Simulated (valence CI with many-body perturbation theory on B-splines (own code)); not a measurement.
**Level structure of Rb⁶⁺**

Calculated by configuration interaction combined with many-body perturbation theory (CI+MBPT): three valence electrons over a frozen Dirac-Fock core [Ar] 3d10, a basis of 11 s, 11 p, 9 d, 7 f, 5 g, 2 h, 1 i functions for each j, with the one-electron correlation potential Σ1, the two-electron term Σ2, the three-electron term Σ3, Breit, model QED; selected CI, second order for the rest, scaled by the run's own slope (own B-spline code, finite nucleus).

Set against measurement, 19 paired levels are off by 89 cm⁻¹ on average, the worst by 214. These come from a selection out of Sansonetti, J. Phys. Chem. Ref. Data 35, 301 (2006). Levels without a partner in it may be off by more.

Levels 46 to 81 of 81, with energies above the lowest level, 4s²4p ²P°_1/2. "Leading %" is the weight of the configuration and term that name the level; weights of strongly mixed levels are sums over their largest components and can fall short. Lifetimes count E1, E2, E3, M1 and M2 decay at the calculated energies, and are blank where another channel may lead or the interval is too uncertain; long ones can be off by a factor of two.

| No. | Configuration | Term | J | E (cm⁻¹) | Leading % | Second component | Lifetime |
| --- | --- | --- | --- | --- | --- | --- | --- |
| 46 | 4s4p5s | ⁴P° | 1/2 | 472780 | 97 |  | 47.9 ps |
| 47 | 4s4p5s | ⁴P° | 3/2 | 475950 | 94 |  | 47.0 ps |
| 48 | 4s4p5s | ⁴P° | 5/2 | 483200 | 98 |  | 48.8 ps |
| 49 | 4s4p5s | ²P° | 1/2 | 485200 | 95 |  | 35.6 ps |
| 50 | 4s²5d | ²D | 3/2 | 489580 | 96 |  | 233 ps |
| 51 | 4s²5d | ²D | 5/2 | 490100 | 96 |  | 247 ps |
| 52 | 4s4p5s | ²P° | 3/2 | 492850 | 93 |  | 32.3 ps |
| 53 | 4p²4d | ⁴F | 3/2 | 525720 | 80 | 9 % 4s4p4f ⁴F | 264 ps |
| 54 | 4p²4d | ²F | 5/2 | 526160 | 78 | 10 % 4s4p4f ²F | 932 ps |
| 55 | 4s4p5p | ⁴D | 1/2 | 526200 | 68 | 23 % 4s4p5p ²P | 175 ps |
| 56 | 4s²6s | ²S | 1/2 | 527070 | 96 |  | 51.7 ps |
| 57 | 4p²4d | ⁴F | 5/2 | 528020 | 79 | 10 % 4s4p4f ⁴F | 279 ps |
| 58 | 4s4p5p | ⁴D | 3/2 | 529110 | 67 | 17 % 4s4p5p ²P | 186 ps |
| 59 | 4p²4d | ²F | 7/2 | 529760 | 65 | 9 % 4s4p4f ²F | 892 ps |
| 60 | 4p²4d | ⁴F | 7/2 | 531120 | 73 | 10 % 4s4p4f ⁴F | 314 ps |
| 61 | 4s4p5s | ²P° | 1/2 | 532880 | 91 | 5 % 4s²6p ²P° | 25.2 ps |
| 62 | 4s4p5p | ²P | 3/2 | 533350 | 47 | 20 % 4s4p5p ⁴P | 130 ps |
| 63 | 4s4p5p | ²P | 1/2 | 533500 | 67 | 17 % 4s4p5p ⁴D | 119 ps |
| 64 | 4s4p5s | ²P° | 3/2 | 533510 | 91 |  | 27.5 ps |
| 65 | 4s4p5p | ⁴D | 5/2 | 533810 | 75 | 9 % 4p²4d ⁴D | 251 ps |
| 66 | 4p²4d | ⁴F | 9/2 | 534250 | 73 | 12 % 4p²4d ²G | 334 ps |
| 67 | 4s4p5p | ⁴P | 1/2 | 535060 | 88 |  | 166 ps |
| 68 | 4p²4d | ⁴D | 3/2 | 538020 | 31 | 31 % 4s4p5p ⁴P | 91.7 ps |
| 69 | 4p²4d | ⁴D | 1/2 | 538940 | 72 | 11 % 4s4p5p ⁴D | 88.1 ps |
| 70 | 4s4p5p | ⁴P | 3/2 | 538970 | 36 | 17 % 4p²4d ²P | 113 ps |
| 71 | 4s4p5p | ⁴D | 7/2 | 539880 | 64 | 18 % 4p²4d ⁴D | 414 ps |
| 72 | 4s4p5p | ⁴P | 5/2 | 541550 | 47 | 40 % 4p²4d ⁴D | 138 ps |
| 73 | 4p²4d | ²G | 7/2 | 542410 | 58 | 13 % 4s4p4f ²G | 517 ps |
| 74 | 4s4p5p | ⁴P | 5/2 | 542930 | 36 | 32 % 4p²4d ⁴D | 97.3 ps |
| 75 | 4p²4d | ²P | 3/2 | 543000 | 39 | 34 % 4p²4d ⁴D | 80.1 ps |
| 76 | 4s4p5p | ²D | 3/2 | 543860 | 55 | 16 % 4s4p5p ⁴S | 87.9 ps |
| 77 | 4p²4d | ²G | 9/2 | 545820 | 61 | 11 % 4s4p4f ²G | 1.01 ns |
| 78 | 4p²4d | ⁴D | 7/2 | 546580 | 57 | 27 % 4s4p5p ⁴D | 87.4 ps |
| 79 | 4s4p5p | ⁴S | 3/2 | 546820 | 67 | 13 % 4s4p5p ²D | 131 ps |
| 80 | 4p²4d | ²P | 1/2 | 549700 | 82 | 10 % 4p²4d ⁴D | 60.4 ps |
| 81 | 4s4p5p | ²D | 5/2 | 549940 | 87 | 8 % 4s4p5p ⁴P | 106 ps |

Names give the largest LS component (configuration and term), which can be under half, so a name can repeat, a term be missing and a line seem to break the LS rules; names also repeat where a configuration has a term twice.

Where two levels of one J and parity lie close, their mixing, g and order are uncertain.
